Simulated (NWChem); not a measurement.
Program: NWChem. System: C₂H₃O₂, charge 0, spin multiplicity 2, at a geometry optimised with UPBE/def2-SVP. The structure started from a generated list of species. Its SCF solution wasn't tested for a lower state. Level: UBHandHLYP/def2-TZVP.

Input file:

```
start mol
memory heap 200 mb stack 900 mb global 1100 mb
geometry units angstroms nocenter noautoz
  C      1.388244    -0.258806     0.000000
  C     -0.017865     0.108869     0.000000
  O     -0.441777     1.261394     0.000000
  O     -0.846066    -0.977858     0.000000
  H      1.702856    -1.311994     0.000000
  H      2.131812     0.548943     0.000000
  H     -1.754196    -0.605612     0.000000
  symmetry group Cs
end
basis spherical
  * library def2-tzvp
end
dft
  xc bhlyp
  odft
  mult 2
  semidirect memsize 60000000 filesize 0
  iterations 100
end
task dft energy
```

NWChem printed:

```
             Northwest Computational Chemistry Package (NWChem) 7.3.0
             --------------------------------------------------------

                                NWChem Input Module
                                -------------------

 Scaling coordinates for geometry "geometry" by  1.889725989
 (inverse scale =  0.529177249)

 Turning off AUTOSYM since
 SYMMETRY directive was detected!

                             Geometry "geometry" -> ""
                             -------------------------

 Output coordinates in angstroms (scale by  1.889725989 to convert to a.u.)

  No.       Tag          Charge          X              Y              Z
 ---- ---------------- ---------- -------------- -------------- --------------
    1 C                    6.0000     1.38824400    -0.25880600     0.00000000
    2 C                    6.0000    -0.01786500     0.10886900     0.00000000
    3 O                    8.0000    -0.44177700     1.26139400     0.00000000
    4 O                    8.0000    -0.84606600    -0.97785800     0.00000000
    5 H                    1.0000     1.70285600    -1.31199400     0.00000000
    6 H                    1.0000     2.13181200     0.54894300     0.00000000
    7 H                    1.0000    -1.75419600    -0.60561200     0.00000000

 Effective nuclear repulsion energy (a.u.)     112.5967578608

            Nuclear Dipole moment (a.u.)
            ----------------------------
        X                 Y               Z
 ---------------- ---------------- ----------------
     0.0000037795     0.0000056692     0.0000000000

      Symmetry information
      --------------------

 Group name             Cs
 Group number              2
 Group order               2
 No. of unique centers     7

      Symmetry unique atoms

     1    2    3    4    5    6    7


 Summary of "ao basis" -> "" (spherical)
 ------------------------------------------------------------------------------
       Tag                 Description            Shells   Functions and Types
 ---------------- ------------------------------  ------  ---------------------
[...]
    beta     41     42     43     44     45     46     47     48     49     50
 overlap   1.000  0.998  0.999  0.981  0.969  0.999  0.980  0.999  0.998  0.997

   alpha     51     52     53     54     55     56     57     58     59     60
    beta     51     52     53     54     55     56     57     58     59     60
 overlap   0.996  1.000  0.981  0.999  0.954  0.970  0.998  0.997  0.997  0.997

   alpha     61     62     63     64     65     66     67     68     69     70
    beta     61     62     63     64     65     66     67     68     69     70
 overlap   0.996  1.000  0.933  0.931  0.963  0.962  0.999  1.000  0.999  1.000

   alpha     71     72     73     74     75     76     77     78     79     80
    beta     71     72     73     74     75     76     77     78     79     80
 overlap   0.998  1.000  0.999  0.998  0.998  0.999  0.999  0.994  0.999  0.966

   alpha     81     82     83     84     85     86     87     88     89     90
    beta     81     82     83     84     85     86     87     88     90     89
 overlap   0.970  0.997  0.999  0.999  1.000  0.991  0.996  0.997  0.982  1.000

   alpha     91     92     93     94     95     96     97     98     99    100
    beta     91     92     93     94     96     95     97     98     99    100
 overlap   0.973  0.983  0.999  0.998  0.994  0.998  0.999  0.994  0.997  0.999

   alpha    101    102    103    104    105    106    107    108    109    110
    beta    101    102    103    104    105    106    107    108    109    110
 overlap   0.999  0.999  1.000  1.000  0.999  1.000  1.000  0.995  0.995  1.000

   alpha    111    112    113    114    115    116    117    118    119    120
    beta    111    112    113    114    115    116    117    118    119    120
 overlap   0.999  0.989  0.989  0.999  0.995  1.000  0.995  1.000  1.000  1.000

   alpha    121    122    123    124    125    126    127    128    129    130
    beta    121    122    123    124    125    126    128    127    129    130
 overlap   1.000  1.000  1.000  1.000  1.000  1.000  0.997  0.999  0.997  0.999

   alpha    131    132    133    134    135    136    137    138    139    140
    beta    131    132    133    134    135    136    137    138    139    140
 overlap   1.000  1.000  1.000  1.000  1.000  1.000  1.000  1.000  1.000  1.000

   alpha    141    142
    beta    141    142
 overlap   1.000  1.000

     --------------------------
     Expectation value of S2:
     --------------------------
      <S2> =      0.7673 (Exact =     0.7500)

 center of mass
 --------------
 x =  -0.06588961 y =   0.04343841 z =   0.00000000

 moments of inertia (a.u.)
 ------------------
         157.366504630714          -0.110170374314           0.000000000000
          -0.110170374314         172.246340561487           0.000000000000
           0.000000000000           0.000000000000         329.612845192201

     Multipole analysis of the density
     ---------------------------------

     L   x y z        total         alpha         beta         nuclear
     -   - - -        -----         -----         ----         -------
     0   0 0 0     -0.000000    -16.000000    -15.000000     31.000000

     1   1 0 0      0.324476     -0.864541      1.189014      0.000004
     1   0 1 0     -0.647720     -0.330376     -0.317350      0.000006
     1   0 0 1     -0.000000     -0.000000     -0.000000      0.000000

     2   2 0 0    -12.572190    -61.949153    -55.522139    104.899102
     2   1 1 0      0.686228      1.122354     -0.406501     -0.029625
     2   1 0 1      0.000000     -0.000000      0.000000      0.000000
     2   0 2 0    -20.737680    -52.781505    -50.951279     82.995103
     2   0 1 1      0.000000      0.000000     -0.000000      0.000000
     2   0 0 2    -17.644985     -9.872396     -7.772590      0.000000

 Task  times  cpu:       12.1s     wall:       12.1s

 Total times  cpu:       12.1s     wall:       12.1s
```
